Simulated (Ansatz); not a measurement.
Program: Ansatz. Geometries: PBE0-D4/def2-TZVP. ΔE: electronic, gas phase. CBS: MP2 limit from def2 TZ/QZ plus the TZ coupled-cluster correction, frozen cores. This one scheme is used for every species. Functionals use def2-TZVPP. B3LYP here is the variant with VWN-RPA as its local correlation; programs differ in this. Each species was taken in one conformer, which may not be the lowest.

Consider the ligand exchange at the Si–C bond: `N[SiH2]OC[SiH3]` + `N[Si](N)(O)O` → `N[Si](N)(O)O[SiH3]` + `CO[SiH2]N`.

CCSD(T)/CBS gives -125.6 kJ/mol.

Another level gave -144.6 kJ/mol. Which?
A. PBE0/def2-TZVPP
B. HF/def2-TZVPP
C. B3LYP/def2-TZVPP
D. SCS-MP2/def2-TZVPP

B. HF/def2-TZVPP -144.6, B3LYP -124.4, SCS-MP2/def2-TZVPP -131.6, PBE0 -115.2 kJ/mol.

Largest T1 diagnostic among the species: 0.011.

From PBE to PBE0 (25 % exact exchange), in def2-TZVPP and without D4, ΔE moves by −6.6 kJ/mol. In def2-TZVPP, CCSD(T) changes the Hartree–Fock value by +18.8 kJ/mol (the triples alone add +2.4 kJ/mol) and MP2 by +16.6 kJ/mol.
